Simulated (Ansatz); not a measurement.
Consider the ligand exchange at the Si–C bond: `OC[SiH](O)[SiH3]` + H₂S → `O[SiH]([SiH3])S` + CH₃OH.

Program: Ansatz. Geometries: PBE0-D4/def2-TZVP. ΔE: electronic, gas phase. CCSD(T)/CBS adds triple-zeta CCSD(T) − MP2 to the extrapolated MP2 energy (def2 sets, frozen cores). This one scheme is used for every species. DFT in def2-TZVPP. B3LYP here is the variant with VWN-RPA as its local correlation; programs differ in this. One conformer a species, not always the lowest.

`OC[SiH](O)[SiH3]`:

```xyz
13

O     0.446    0.528   -2.586
C     0.422    0.929   -1.223
Si    0.305   -0.582   -0.097
O    -0.895   -1.552   -0.719
Si   -0.115    0.020    2.135
H    -0.221   -0.155   -2.708
H    -0.402    1.633   -1.030
H     1.349    1.476   -1.030
H     1.551   -1.383   -0.214
H    -1.791   -1.404   -0.413
H    -1.472    0.627    2.248
H     0.883    1.024    2.598
H    -0.060   -1.161    3.038
```

H₂S:

Cartesian coordinates in Å:
```
S -0.128 -0.605 -0.033
H 0.218 0.218 0.968
H -0.091 0.387 -0.934
```

`O[SiH]([SiH3])S`:

Cartesian coordinates in Å:
```
O -0.548 -1.568 -0.978
Si -0.127 -0.016 -0.623
Si -0.359 0.214 1.690
S 1.910 0.432 -1.139
H -0.317 -1.903 -1.847
H -0.951 0.954 -1.395
H -0.238 1.653 2.046
H 0.718 -0.548 2.375
H -1.681 -0.291 2.145
H 1.593 1.074 -2.274
```

CH₃OH:

```xyz
6

C    -0.047   -0.008    0.353
O    -0.374   -0.207   -1.003
H    -0.891   -0.367    0.942
H     0.112    1.051    0.594
H     0.844   -0.573    0.656
H     0.357    0.104   -1.542
```

```
             level  ΔE (kJ/mol)  difference from CCSD(T)/CBS
            PBE-D4        -79.1                          3.8
         r2SCAN-D4        -81.5                          1.4
           PBE0-D4        -83.0                         -0.1
          B3LYP-D4        -81.2                          1.7
           ωB97X-V        -80.1                          2.8
           ωB97M-V        -79.5                          3.4
            B2PLYP        -83.0                         -0.1
               PBE        -79.6                          3.3
            r2SCAN        -82.0                          0.9
              PBE0        -83.5                         -0.6
             B3LYP        -81.6                          1.3
     HF/def2-TZVPP        -90.5                         -7.6
    MP2/def2-TZVPP        -85.6                         -2.7
SCS-MP2/def2-TZVPP        -84.1                         -1.2
   CCSD/def2-TZVPP        -80.0                          2.9
CCSD(T)/def2-TZVPP        -79.3                          3.6
     HF/def2-QZVPP        -90.5                         -7.6
    MP2/def2-QZVPP        -87.6                         -4.7
SCS-MP2/def2-QZVPP        -86.1                         -3.2
      HF/CBS(def2)        -90.5                         -7.6
     MP2/CBS(def2)        -89.1                         -6.2
    CCSD/CBS(def2)        -83.5                         -0.6
       CCSD(T)/CBS        -82.9                            0
```

Largest T1 diagnostic among the species: 0.012.

From PBE to PBE0 (25 % exact exchange), in def2-TZVPP and without D4, ΔE moves by −3.9 kJ/mol. In def2-TZVPP, CCSD(T) changes the Hartree–Fock value by +11.2 kJ/mol (the triples alone add +0.7 kJ/mol) and MP2 by +5.0 kJ/mol.
